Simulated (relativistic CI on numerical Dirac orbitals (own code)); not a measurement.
# Hyperfine structure of Re²¹⁺, mass number 187

Calculated at this level of theory: Dirac-Coulomb-Breit CI, separate exchange-only KLI orbitals for each configuration, a model potential for QED, unscaled Slater integrals (own radial code, finite nucleus).

Configuration list (outside the closed core [Ar] 3d10 4p6 4d10): 4s²4f⁸, 4s²4f⁷5s, 4s²4f⁶5s², 4s²4f⁷6s, 4f¹⁰. Levels of other configurations are missing.

Nuclear spin I = 5/2, μ = 3.209 μN, Q = 1.94 b (tables of Stone and Pyykkö). The electronic factors are computed for point nuclear moments, without core polarisation or the Bohr-Weisskopf and QED corrections.

| Level | E (cm⁻¹) | A (MHz) | B (MHz) |
| --- | --- | --- | --- |
| 4s²4f⁸ ⁷F6 | 0.0 | 1871 | 8410 |
| 4s²4f⁸ ⁷F5 | 10059.4 | 1559 | 4030 |
| 4s²4f⁸ ⁷F4 | 12699.3 | 1706 | 903 |
| 4s²4f⁸ ⁷F3 | 17824.6 | 1549 | -1360 |
| 4s²4f⁸ ⁷F2 | 20299.1 | 1565 | -2530 |
| 4s²4f⁸ ⁷F1 | 22680.4 | 1529 | -2410 |
| 4s²4f⁸ ⁵D4 | 43168.6 | 1543 | 1160 |
| 4s²4f⁸ ⁵L10 | 55123.0 | 2959 | -474 |

Levels with J = 0, under 50 % of one LS term, or S terms without an open s electron are left out. Small factors come from cancelling terms and can be off by tens of per cent or more.

At this charge energies of transitions that change n are usually good to better than 1 %, and those within a shell (Δn = 0) to a few per cent. Terms inside the open d or f shell come out 10 to 20 % too wide with unscaled integrals.

(1) Give the hyperfine levels of 4s²4f⁸ ⁷F6 relative to its centre of gravity.

## Answers

(1) With K = F(F + 1) − I(I + 1) − J(J + 1), E = AK/2 + B[¾K(K + 1) − I(I + 1)J(J + 1)]/[2I(2I − 1)J(2J − 1)]: F = 7/2: -29410, F = 9/2: -23560, F = 11/2: -15370, F = 13/2: -4203, F = 15/2: 10690, F = 17/2: 30170 MHz.

LS names give the leading component of a level, which can be under half, so a name can repeat, a term be missing and a line seem to break the LS rules.
